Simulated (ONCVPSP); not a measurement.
# oxygen: excitation energies, all-electron against ONCV

ONCVPSP 4.0.1 input, shortened (lines: element, Z, core and valence counts, functional; n l f; lmax; l rc ep ncon nbas qcut; lloc lpopt rc5 dvloc0; l nproj debl; icmod fcfact rcfact), PBEsol, scalar-relativistic:

```
  O 8.00    1    2  -116133      upf
    1    0    2.00
    2    0    2.00
    2    1    3.75
    2
    0    0.60    0.00    5    9   10.10
    1    1.80    0.00    3    7    9.70
    2    1.90    0.42    3    7    5.10
    4    1    0.40    0.00
    0    2    0.40
    1    2    1.20
    2    1    3.10
    0    0.00    0.00
```

In the s channel the program set the typed energies aside and used -1.007, 0.250 Ha.

Energies are relative to the spin-unpolarised reference configuration 2s2 2p3.75; without spin polarisation the order of configurations can differ from experiment.

(1) Give the all-electron excitation energy and the error of the potential for: 2s2 2p4; 2s2 2p3; 2s2 2p2; 2s2 2p3.5.

Note: ghosts flagged at negative energy: s at -417.1 eV; GHOST(+) flagged for d at 23.5 eV. A true bound ghost makes a file unfit for plane-wave use.

## Answers

(1)

```csv
valence configuration,charge,ΔE all-electron (eV),error AE − PS (meV)
2s2 2p4,0,-2.675,+1.6
2s2 2p3,+1,13.685,+29
2s2 2p2,+2,47.163,+291
2s2 2p3.5,+0.5,3.579,+2.0
```
